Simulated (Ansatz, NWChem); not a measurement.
**A small benchmark: dipole moment**

8 molecules with halogens; the dipole moment in D, computed less measured. Shapes, held fixed at every level: PBE0-D4/def2-TZVP. No vibrational averaging. Dipoles are compared by magnitude; molecules under 1 D, whose direction can flip, are left out. Programs: Ansatz 0.2.0, NWChem 7.3.0. Measured values: NIST CCCBDB.

Levels: A = r2SCAN-D4/def2-TZVPP; B = PBE0/def2-SVP; C = B3LYP-D4/def2-TZVPP.

```csv
molecule,measured,A,B,C
CHFO (formyl fluoride),2.02,+0.02,-0.01,+0.07
PF3 (phosphorus trifluoride),1.03,-0.18,+0.07,+0.02
CH2F2 (difluoromethane),1.97,-0.17,-0.11,-0.10
CH3Br (bromomethane),1.81,+0.14,+0.02,+0.08
CH3Cl (chloromethane),1.87,+0.05,+0.01,+0.01
CH3F (fluoromethane),1.85,-0.12,-0.04,-0.05
SiH3Cl (chlorosilane),1.31,-0.09,+0.06,-0.06
"C2H4F2 (1,1-difluoroethane)",2.27,-0.13,-0.13,-0.07
```

Question: Sum up the errors.

Answer: 
```json
{"level": "r2SCAN-D4/def2-TZVPP", "kind": "meta-GGA", "mean error": "-0.060", "mean absolute error": "0.113", "worst case": "PF3"}
{"level": "PBE0/def2-SVP", "kind": "global hybrid", "mean error": "-0.016", "mean absolute error": "0.056", "worst case": "C2H4F2"}
{"level": "B3LYP-D4/def2-TZVPP", "kind": "global hybrid", "mean error": "-0.013", "mean absolute error": "0.058", "worst case": "CH2F2"}
```

On this set PBE0/def2-SVP has the smallest mean absolute error and r2SCAN-D4/def2-TZVPP the largest. No level errs clearly to one side. The smallest two are near a tie. Relativity is left out for Br. The set is small.
